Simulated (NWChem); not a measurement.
C$_{3}$H$_{6}$Ge; SMILES [GeH3][CH]=C=C

```xyz
10

C      0.4523    -2.9028     0.0010
C     -0.2210    -1.7693     0.0002
C     -0.8584    -0.6175    -0.0007
Ge     0.0933     1.0931    -0.0022
H      0.7417    -3.3965     0.9440
H      0.7413    -3.3980    -0.9414
H     -1.9643    -0.6024    -0.0005
H     -0.3006     1.9136    -1.2596
H     -0.2968     1.9138     1.2563
H      1.6144     0.8137    -0.0043
```
Atoms are numbered in this order, from 1.

Level: PBE-D3(BJ)/def2-SVP (NWChem), optimised geometry, unscaled harmonic frequencies. 

```tsv
frequency (cm⁻¹)	IR intensity (km/mol)
75	0.0
130	0.1
324	6.5
400	0.7
419	21.8
505	13.7
604	44.6
687	16.2
787	32.7
801	205.5
828	41.9
853	4.2
858	42.2
947	0.1
1040	1.2
1197	9.1
1383	0.2
2005	154.8
2076	101.7
2080	120.8
2110	85.3
3063	0.0
3070	0.1
3149	0.0
```

- zero-point energy = 42.0 kcal/mol
- thermal correction to the enthalpy at 298.15 K (with zero-point energy) = 46.5 kcal/mol
- heat capacity Cv = 21.7 cal/(mol K)
- entropy at 298.15 K and 1 atm (symmetry number 1) = 78.8 cal/(mol K)
- dipole moment = 0.30 D

Rigid rotor and harmonic oscillator; modes under 100 cm⁻¹ make the entropy uncertain.
